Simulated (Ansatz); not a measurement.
fac-TiF3(H2O)3 (TiO₃F₃H₆). The state is a doublet with charge 0. Geometry PBE-D4/def2-SVP; atoms count from 1.

```xyz
13

F    -1.383   -0.232   -1.508
F    -0.964   -1.058    1.482
F    -0.878    1.746    0.606
O     1.190    0.552    1.519
O     0.798    1.321   -1.279
O     0.200   -2.139   -0.621
Ti   -0.450   -0.041    0.054
H     0.901   -0.002    2.273
H     0.666    1.385    1.639
H     0.323    2.063   -0.825
H     0.284    1.202   -2.105
H    -0.448   -2.190   -1.357
H    -0.239   -2.607    0.122
```

Another isomer (doublet) lies 0.06 eV lower at PBE0-D4/def2-TZVP; other spin states weren't run for this one.

Q: Estimate the Mulliken populations from the PBE0/def2-TZVP orbitals of Ansatz.

A: 
```
atom  charge (e)  spin (α − β)  d electrons
  F1       -0.54         -0.01            –
  F2       -0.54         -0.01            –
  F3       -0.57          0.01            –
  O4       -0.56         -0.01            –
  O5       -0.56         -0.01            –
  O6       -0.58         -0.01            –
 Ti7        1.14          1.03         2.25
  H8        0.36          0.00            –
  H9        0.37          0.00            –
 H10        0.37          0.00            –
 H11        0.36          0.00            –
 H12        0.37          0.00            –
 H13        0.37          0.00            –
```
Mulliken values depend strongly on the basis.

Q: Where does the spin sit?

A: Summed by element: F -0.01, O -0.03, Ti 1.03, H 0.02, of 1 unpaired in all. Largest on single atoms: Ti7 1.03, F2 -0.01, O6 -0.01.

Q: And the Mayer bond orders between heavy atoms (over 0.3)?

A: F1–Ti7 0.79 (1.83 Å); F2–Ti7 0.79 (1.83 Å); F3–Ti7 0.65 (1.92 Å); O4–Ti7 0.33 (2.28 Å); O5–Ti7 0.33 (2.28 Å).
